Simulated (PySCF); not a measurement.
Computed shifts of a molecule C3H8Si2, HF/pcSseg-1 (PySCF), GIAO, gas phase, atoms alike by connectivity averaged where their shifts nearly agree, in ppm (number of nuclei): ¹³C: 113.2 (1), 87.2 (1), -2.3 (1). ²⁹Si: -57.2 (1), -89.3 (1). ¹H: 4.35 (1), 3.62 (3), 3.12 (1), 0.69 (3). References: ¹³C against TMS (σ = 192.6 ppm); ²⁹Si against TMS (σ = 393.8 ppm); ¹H against TMS (σ = 31.99 ppm), references at their B3LYP-D3(BJ)/def2-TZVP geometries, non-relativistic. The structure is a stationary point at PBE0-D3(BJ)/def2-SVP. The values are those of a single conformer.

Question: Pick the molecule that these values belong to.
A) C#C[Si@@H](C)[SiH3]
B) [SiH3]C1=CC[SiH2]1
C) C1=C[SiH2][SiH2]C1
D) C[SiH2]C#C[SiH3]

Answer: A, C#C[Si@@H](C)[SiH3]
